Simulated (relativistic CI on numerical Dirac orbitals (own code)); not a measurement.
**Pt⁶⁴⁺: q coefficients and field-shift factors**

Computed by Dirac-Coulomb-Breit CI, separate exchange-only KLI orbitals for each configuration, derivatives by finite differences, unscaled Slater integrals, QED left out (own radial code, finite nucleus).

Configurations in the expansion (outside the closed core [Ne]): 3s2 3p2, 3s2 3p 3d, 3s 3p3, 3s2 3d2, 3p4, 3s 3p2 3d, 3p2 3d2, 3s 3p 3d2. Levels of other configurations are missing.

With x = (α/α₀)² − 1 an excitation energy changes as ω = ω₀ + qx; K = 2q/ω₀ is the relative enhancement. Terms are leading LS components, so labels can repeat. The field-shift factor is F = δν/δ⟨r²⟩ for the transition from the lowest level.

Lowest level 3s2 3p2 3P_0.

```csv
Level,ω₀ (cm⁻¹),q (cm⁻¹),K,F (GHz/fm²)
3s2 3p2 3P_1,3630056,4.671e+06,2.57,-848
3s2 3p2 1D_2,3711280,4.667e+06,2.51,-855
3s 3p3 3P°_2,5166147,5.099e+06,1.97,-11500
3s 3p3 3D°_1,5404194,5.036e+06,1.86,-9420
3s2 3p 3d 3F°_2,5551697,4.769e+06,1.72,-875
3s2 3p 3d 3D°_1,5959716,4.915e+06,1.65,-3230
3s2 3p 3d 3P°_2,6558503,5.666e+06,1.73,-1020
3s2 3p 3d 3F°_3,6570768,5.675e+06,1.73,-800
3s 3p2 3d 3D_1,7112332,5.223e+06,1.47,-11700
3s 3p2 3d 3D_2,7176781,5.248e+06,1.46,-11700
3s2 3p2 3P_2,7405406,9.343e+06,2.52,-1830
3s2 3p2 1S_0,7582188,9.363e+06,2.47,-1810
3s 3p2 3d 3D_3,8079421,6.113e+06,1.51,-11700
3s 3p2 3d 3F_2,8202677,6.133e+06,1.5,-11800
3s 3p3 3D°_2,8715132,9.714e+06,2.23,-12200
3s 3p3 3D°_3,8886750,9.737e+06,2.19,-12000
3s 3p3 3P°_0,8977740,9.705e+06,2.16,-11000
3s 3p3 1D°_2,9119158,9.661e+06,2.12,-9040
3s 3p3 3P°_1,9125212,9.724e+06,2.13,-10500
3s 3p3 3S°_1,9226913,9.764e+06,2.12,-12400
3s2 3p 3d 3F°_3,9521403,9.479e+06,1.99,-2000
3s2 3p 3d 3P°_1,9572620,9.569e+06,2,-3860
3s2 3p 3d 3P°_0,9577303,9.554e+06,2,-3260
```

At this charge energies of transitions that change n are usually good to better than 1 %, and those within a shell (Δn = 0) to a few per cent.
